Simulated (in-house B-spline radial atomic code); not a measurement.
Inner levels of gold as electrons are removed. A shift is the extra binding of the orbital against the neutral atom ([Xe] 4f14 5d10 6s1). The density at the nucleus is averaged over the nuclear charge. Computed with a radial B-spline atomic code at the basis-set limit: Dirac-Hartree-Fock, jj configuration that fills j = l - 1/2 first, finite nuclei.

A number in brackets counts the electrons of a j subshell.

| ion | configuration | shift of 4f7/2 (eV) | shift of 5p3/2 (eV) | shift of 2s1/2 (eV) | radius of 4f7/2 (bohr) | radius of 5p3/2 (bohr) | radius of 2s1/2 (bohr) | Σ<r²> (bohr²) | change of density at nucleus (bohr⁻³) |
| --- | --- | --- | --- | --- | --- | --- | --- | --- | --- |
| Au | [Xe] 4f14 5d10 6s1 | 0 | 0 | 0 | 0.49889 | 1.1144 | 0.070424 | 59.955 | - |
| Au+ | [Xe] 4f14 5d10 | ? | ? | ? | ? | ? | ? | ? | ? |
| Au2+ | [Xe] 4f14 5d3/2(4) 5d5/2(5) | 21.827 | 21.17 | 21.837 | 0.4986 | 1.1051 | 0.070424 | 41.753 | -94.31 |
| Au3+ | [Xe] 4f14 5d3/2(4) 5d5/2(4) | 36.806 | 34.997 | 36.962 | 0.49807 | 1.0955 | 0.070424 | 37.243 | -71.97 |
| Au4+ | [Xe] 4f14 5d3/2(4) 5d5/2(3) | 53.084 | 49.807 | 53.49 | 0.49737 | 1.0852 | 0.070424 | 33.496 | -42.32 |
| Au5+ | [Xe] 4f14 5d3/2(4) 5d5/2(2) | 70.505 | 65.454 | 71.272 | 0.4965 | 1.0744 | 0.070424 | 30.276 | -5.67 |
| Au6+ | [Xe] 4f14 5d3/2(4) 5d5/2(1) | 88.955 | 81.839 | 90.207 | 0.49549 | 1.0633 | 0.070424 | 27.443 | 37.62 |
| Au7+ | [Xe] 4f14 5d3/2(4) | 108.35 | 98.888 | 110.22 | 0.49433 | 1.0522 | 0.070424 | 24.911 | 87.28 |
| Au8+ | [Xe] 4f14 5d3/2(3) | 129.07 | 117.59 | 131.65 | 0.49337 | 1.0413 | 0.070423 | 22.683 | 147.52 |
| Au9+ | [Xe] 4f14 5d3/2(2) | ? | ? | ? | ? | ? | ? | ? | ? |
| Au10+ | [Xe] 4f14 5d3/2(1) | 172.96 | 156.76 | 177.41 | 0.49106 | 1.0196 | 0.070422 | 18.761 | 285.63 |
| Au11+ | [Xe] 4f14 | 196.06 | 177.16 | 201.68 | 0.48971 | 1.0089 | 0.070421 | 17.014 | 363.2 |
| Au12+ | [Kr] 4d10 4f14 5s2 5p1/2(2) 5p3/2(3) | ? | ? | ? | ? | ? | ? | ? | ? |
| Au13+ | [Kr] 4d10 4f14 5s2 5p1/2(2) 5p3/2(2) | 248.4 | 222.12 | 257.41 | 0.48516 | 0.98385 | 0.070418 | 14.384 | 592.14 |

Problem. Fill in the row of Au+.

Solution. shift of 4f7/2 (eV): 8.3852; shift of 5p3/2 (eV): 8.5479; shift of 2s1/2 (eV): 8.3364; radius of 4f7/2 (bohr): 0.49897; radius of 5p3/2 (bohr): 1.1133; radius of 2s1/2 (bohr): 0.070424; Σ<r²> (bohr²): 47.487; change of density at nucleus (bohr⁻³): -109.03.

Problem. Fill in the row of Au9+.

Solution. shift of 4f7/2 (eV): 150.62; shift of 5p3/2 (eV): 136.9; shift of 2s1/2 (eV): 154.06; radius of 4f7/2 (bohr): 0.49228; radius of 5p3/2 (bohr): 1.0304; radius of 2s1/2 (bohr): 0.070423; Σ<r²> (bohr²): 20.643; change of density at nucleus (bohr⁻³): 213.69.

Problem. Fill in the row of Au12+.

Solution. shift of 4f7/2 (eV): 221.95; shift of 5p3/2 (eV): 199.43; shift of 2s1/2 (eV): 229.18; radius of 4f7/2 (bohr): 0.48745; radius of 5p3/2 (bohr): 0.99588; radius of 2s1/2 (bohr): 0.07042; Σ<r²> (bohr²): 15.667; change of density at nucleus (bohr⁻³): 475.39.
